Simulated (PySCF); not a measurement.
Vertical excitations of a molecule C4H10O from TDDFT-CAM-B3LYP/def2-SVPD (PySCF), as energy in eV (oscillator strength): 6.89 (0.001), 8.22 (0.019), 8.62 (0.002), 8.73 (0.027), 8.81 (0.049), 8.89 (0.001), 9.26 (0.026), 9.36 (0.002), 9.39 (0.006), 9.45 (0.012). Lowest triplet (TDA): 6.59 eV. Geometry: PBE0-D3(BJ)/def2-SVP. One conformer was computed; it need not be the lowest.

### Question
Which structure fits?
(A) CCCOC
(B) CC[C@H](C)O
(C) CCCCO
(D) CC(C)(C)O

### Answer
C, CCCCO
